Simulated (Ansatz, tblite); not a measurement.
Forces on the cluster Cu4Ag⁻ at its PBE-D4/def2-SVPD geometry. Charge -1, multiplicity 1.

In the def2 sets Ag takes a core potential; there is no spin–orbit coupling. The xTB rows come from tblite. The restricted singlet is unstable towards broken spin symmetry in Hartree–Fock (as tested in another run); at PBE-D4/def2-TZVPD this wasn't settled. No other spin state of charge -1 was run. The structure comes from a short search, and lower isomers may exist.

GFN1-xTB (tblite), largest force 0.38 eV/Å:

```xyz
5
positions Å, forces eV/Å
Ag    0.970   -2.243   -0.982   -0.151    0.240    0.081
Cu   -1.087   -0.634   -1.173    0.067   -0.097   -0.032
Cu   -1.184    1.295    0.135   -0.215    0.162   -0.024
Cu    0.694   -0.163    0.362    0.314   -0.213    0.051
Cu    0.606    1.746    1.658   -0.015   -0.093   -0.076
```

GFN2-xTB (tblite), largest force 2.46 eV/Å:

```
Ag -0.402 0.202 -0.107
Cu -0.984 -0.101 -0.753
Cu -0.347 0.092 -0.159
Cu 2.119 -0.285 1.210
Cu -0.387 0.092 -0.191
```

PBE-D4/def2-TZVPD (Ansatz), largest force 0.49 eV/Å:

```
Ag 0.080 -0.128 -0.034
Cu -0.208 -0.181 -0.272
Cu -0.366 0.245 -0.066
Cu 0.283 -0.217 0.029
Cu 0.211 0.280 0.343
```
